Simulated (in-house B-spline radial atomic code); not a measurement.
## Ionising the arsenic ion As⁵⁺ with different functionals

Computed with a B-spline radial code for spherical atoms: non-relativistic Hamiltonian, point nucleus, spin-polarised at highest spin, spherical fractional occupations for the functionals, the average over the highest-spin determinants for Hartree-Fock. The ionisation energy is the difference of two self-consistent energies, [Ar] 3d10 → [Ar] 3d9, without Breit or QED terms; ε is the level of the shell that loses the electron (its least bound occupied spin orbital). There is no spin-orbit coupling in this Hamiltonian.

Hybrids are left out here: with spherical fractional occupations of an open shell their exact exchange keeps a self-interaction that integer-occupation calculations don't have.

```csv
method,rung,ΔSCF (eV),-ε(3d) (eV)
Hartree-Fock,Hartree-Fock,120.05,124.04
LDA VWN5,LDA,122.32,108.24
LDA PW92,LDA,?,?
LDA exchange-only,LDA,120.16,106.16
PBE,GGA,121.97,107.89
PBEsol,GGA,121.93,107.85
BLYP,GGA,121.88,107.81
RPBE,GGA,121.87,107.79
PW91,GGA,122.13,108.04
BP86,GGA,122.03,107.94
AM05,GGA,121.97,107.89
OLYP,GGA,?,?
TPSS,meta-GGA,121.88,107.82
SCAN,meta-GGA,122.60,108.64
r2SCAN,meta-GGA,122.64,108.68
M06-L,meta-GGA,122.52,108.53
revTPSS,meta-GGA,121.75,107.70
```

Task: What does LDA PW92 give?

Result: ΔSCF 122.31 eV, and -ε(3d) = 108.23 eV.

Task: What does OLYP give?

Result: ΔSCF 122.56 eV, and -ε(3d) = 108.46 eV.

Task: How do they compare with the NIST value?

Result: NIST lists 121.19 eV ± 0.06 (measured, ground level to ground level). Errors run from -1.14 to +1.45 eV; revTPSS is closest (+0.56 eV), but part of that can be cancellation, since the calculations leave out relativity, Breit-QED terms, multiplet and fine-structure energies. Hartree-Fock also lacks correlation.
